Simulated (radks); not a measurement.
Values are calculated unless marked as measured or tabulated.
Ionisation of P+, [Ne] 3s2 3p2, to P2+, [Ne] 3s2 3p1, under several functionals. Non-relativistic Kohn-Sham, spin-polarised, spherical densities, point nucleus; open shells are filled with parallel spins first; a radial shooting solver on a logarithmic mesh with Libxc functionals.

| functional | E(P+) (hartree) | Exc (hartree) | IE (eV) | -e(HOMO) (eV) | <r> HOMO (bohr) | IE error (eV) |
|---|---|---|---|---|---|---|
| LDA (Slater exchange, Perdew-Zunger correlation) | -339.60937 | -21.53699 | 19.839 | 14.972 | 2.113 | +0.070 |
| MS2 meta-GGA | -340.88398 | -22.86707 | 20.009 | 15.251 | 2.108 | +0.239 |
| RPBE | -340.86060 | -22.83232 | 19.877 | 15.031 | 2.117 | +0.108 |
| r2SCAN | -340.84892 | -22.82989 | 20.068 | 15.332 | 2.110 | +0.298 |
| SOGGA | -340.04478 | -21.99073 | 19.764 | 14.921 | 2.116 | -0.005 |
| HCTH/407 | -340.92001 | -22.92439 | 20.194 | 15.363 | 2.082 | +0.425 |
| exchange-only r2SCAN | -340.34111 | -22.31143 | 19.387 | 14.734 | 2.124 | -0.383 |
| Wu-Cohen GGA | -340.48308 | -22.44429 | 19.868 | 15.012 | 2.112 | +0.098 |

NIST Atomic Spectra Database: 19.769 eV (semi-empirical). Closest: SOGGA. The Delta-SCF values span 0.81 eV, the total energies 1.31 hartree. The highest occupied level is 3p. Open shells are spherical and high-spin; term and fine-structure splittings are not resolved.
